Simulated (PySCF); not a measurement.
## C₆ coefficients of unlike pairs at UHF

Calculated with PySCF 2.14 from the dipole response of each species, C₆(A,B) = (3/π) ∫ α_A(iu) α_B(iu) du, in atomic units, from isotropic polarisabilities. For ions this is the dispersion term alone; charge-induced terms of lower order in 1/R come first.

| species | configuration | basis | relativity | α (bohr³) | C₆ (like pair) |
| --- | --- | --- | --- | --- | --- |
| Ga | [Ar] 3d10 4s2 4p1 (2P) | aug-cc-pVQZ-PP with one added diffuse shell each of s, p, d, f, g type with ECP10MDF (8s7p6d4f3g) | core potential | 57.43 | 501.8 |
| Zn | [Ar] 3d10 4s2 (1S) | aug-cc-pVDZ-PP with ECP10MDF (5s5p4d2f) | core potential | 50.49 | 393.9 |
| Pb²⁺ | [Xe] 4f14 5d10 6s2 (1S) | aug-cc-pwCVTZ-DK3 with one added diffuse shell each of s, d, f type (12s10p9d6f1g) | spin-free X2C | 15.59 | 107.7 |
| K | [Ar] 4s1 (2S) | dyall-acv3z (25s18p7d3f) | none | 415.8 | 6600 |

Q: Estimate C₆ for K with Ga.

A: The integral gives 1474. The combination rule 2 C_A C_B / (C_A α_B/α_A + C_B α_A/α_B) gives 1457 and the geometric mean 1820.

No spin-orbit coupling is included.

The other pairs:

| pair | C₆ |
| --- | --- |
| K, Pb²⁺ | 481.6 |
| Pb²⁺, Zn | 181.5 |
| Zn, Ga | 444.2 |
| K, Zn | 1308 |
| Pb²⁺, Ga | 205.8 |
